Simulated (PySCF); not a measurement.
An unknown gives this computed stick spectrum. Method used: TDDFT PBE0/def2-SVPD, vertical, gas phase, core orbitals frozen in the response in PySCF. Geometries: GFN2-xTB, one conformer each.

```json
{"state": "S1", "λ (nm)": "234.8", "f": "0.0024"}
{"state": "S2", "λ (nm)": "206.0", "f": "0.0068"}
{"state": "S3", "λ (nm)": "202.4", "f": "0.082"}
{"state": "S4", "λ (nm)": "195.9", "f": "0.0032"}
{"state": "S5", "λ (nm)": "188.0", "f": "0.0026"}
{"state": "S6", "λ (nm)": "187.0", "f": "0.0094"}
{"state": "S7", "λ (nm)": "185.0", "f": "0.015"}
{"state": "S8", "λ (nm)": "182.2", "f": "0.046"}
```

Triplets computed (Tamm–Dancoff): 4.33, 5.25, 5.55 eV.

Orbital energies (eV): HOMO-3 -9.67, HOMO-2 -8.03, HOMO-1 -7.73, HOMO -6.54, LUMO -0.29, LUMO+1 0.35, LUMO+2 0.61.

Question: Which structure fits?
A. `CC([C@@H](C=O)[SiH3])C`
B. `Cc1cn([SiH2]O)cn1`
C. `CCc1ncnc(C)n1`

Answer: B. Its S1, at 5.28 eV, is the highest among the candidates; the nearest of the others has S1 at 4.62 eV. S1 is HOMO→LUMO (99%). Löwdin shares by element: HOMO carbon 70% or more, nitrogen 11% or more (atoms not listed hold the other 20%); LUMO silicon 30%, oxygen 24%, hydrogen 23% or more (atoms not listed hold the other 23%). At the same level the other candidates give, for their lowest levels:
- `CCc1ncnc(C)n1`: 268 nm (f 0.005); 267 nm (f 0.000); 263 nm (f 0.000); 256 nm (f 0.007); 200 nm (f 0.005); T1 4.08 eV; HOMO -7.63, LUMO -1.26 eV
- `CC(C)[C@H]([SiH3])C=O`: 296 nm (f 0.002); 187 nm (f 0.051); 181 nm (f 0.076); 172 nm (f 0.022); 170 nm (f 0.017); T1 3.59 eV; HOMO -7.33, LUMO -0.95 eV

Shape of the structure used: `[CH3:1][c:2]1[cH:3][n:4]([SiH2:5][OH:6])[cH:7][n:8]1`: C3–N4–Si5–O6 169°, H–O6–Si5–N4 -55°.
